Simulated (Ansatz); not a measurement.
Ansatz (a first-principles code) input:

Ansatz 0.2 input:
```yaml
crystal:
  periodic: [false, false, false]
  atoms:
    - {symbol: Re, position_ang: [-0.55018995, -0.43543579, -0.65264506]}
    - {symbol: F, position_ang: [0.48679337, 0.44897477, 0.65021129]}
basis:
  gaussian:
    orbitals: def2-TZVP
hamiltonian:
  xc: b3lyp
  dispersion: d3bj
magnetization: {spin_polarized: true, initial_magnetization: 2}
relax: {f_tol: 0.002, max_steps: 150}
```

Q: Predict the final energy.

A: -178.09239 Eh (B3LYP-D3(BJ)/def2-TZVP). The basis has 71 functions.

The spin state was set by rule; other spins were not relaxed.

The determinant is spin-contaminated: <S^2> is 3.01 against 2.00 for a pure state.
